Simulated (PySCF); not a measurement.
Cl3Sc, SMILES [Cl][Sc]([Cl])[Cl] (connectivity only; charge and spin as stated), charge +1, multiplicity 2. Atoms are numbered in the order given.

```xyz
4

Sc    -0.3380    -0.6724     0.0000
Cl     1.3368     0.2217     1.3927
Cl    -2.2561     0.3872     0.0000
Cl     1.3368     0.2217    -1.3927
```
Charge +1, spin multiplicity 2.

Geometry optimised at B3LYP-D3(BJ)/def2-SVP. The multiplicity is an assumed one; other spin states were not compared. The isomer is the one that the SMILES or the coordinates give; other isomers of the formula were not compared.

Level of theory: PySCF 2.14.0 with B3LYP-D3(BJ)/def2-SVP.

Frequencies are harmonic and unscaled.

Computed vibrational spectrum:
| mode | ν (cm⁻¹) | IR (km/mol) | moving atoms (share of kinetic energy) |
|---|---|---|---|
| 1 | 73 | 8.0 | Cl 82 %, Sc 18 % |
| 2 | 82 | 12.4 | Cl 67 %, Sc 33 % |
| 3 | 174 | 9.8 | Cl 85 %, Sc 15 % |
| 4 | 284 | 0.0 | Cl 61 %, Sc 39 % |
| 5 | 393 | 38.8 | Cl 65 %, Sc 35 % |
| 6 | 511 | 138.1 | Sc 51 %, Cl 49 % |
